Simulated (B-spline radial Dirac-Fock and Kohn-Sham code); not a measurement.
**K-line shifts caused by a second vacancy in Dy⁺**

System: dysprosium as Dy⁺, [Xe] 4f10 6s1, inside a Watson sphere of charge -1 and radius 2.7 Å (a model of the Madelung potential; inside it an electron's potential energy is raised by 5.3 eV).

Calculated with a B-spline atomic structure program, using ΔSCF Dirac-Fock with Breit, self-energy and vacuum polarisation, finite nucleus, configuration average. Each two-hole energy is an average over J within one jj subconfiguration, not an observable level; in light atoms, where LS coupling holds, the j-resolved values are not observed lines, and for a K spectator the Kα1 hypersatellite is nearly forbidden. Correlation energy is missing from these numbers.

Lines without a spectator: Kα2 (K-L2) 45204.8 eV, Kα1 (K-L3) 45995.8 eV, Kβ3 (K-M2) 51940.5 eV, Kβ1 (K-M3) 52107.4 eV. Shifts in eV with one spectator hole (a dash: not computed, or left out as unreliable):

| spectator hole | Kα2 | Kα1 | Kβ3 | Kβ1 |
| --- | --- | --- | --- | --- |
| K (1s) | +831.1 | +879.8 | +1071.5 | +1082.6 |
| L2 (2p1/2) | +101.4 | +133.2 | – | +263.6 |
| L3 (2p3/2) | +84.5 | +89.5 | +211.4 | – |
| M2 (3p1/2) | – | +19.74 | +40.4 | +47.8 |
| M3 (3p3/2) | +12.12 | – | +36.7 | +36.7 |
| M4 (3d3/2) | +3.95 | +0.59 | – | – |
| M5 (3d5/2) | -0.77 | +2.54 | – | – |
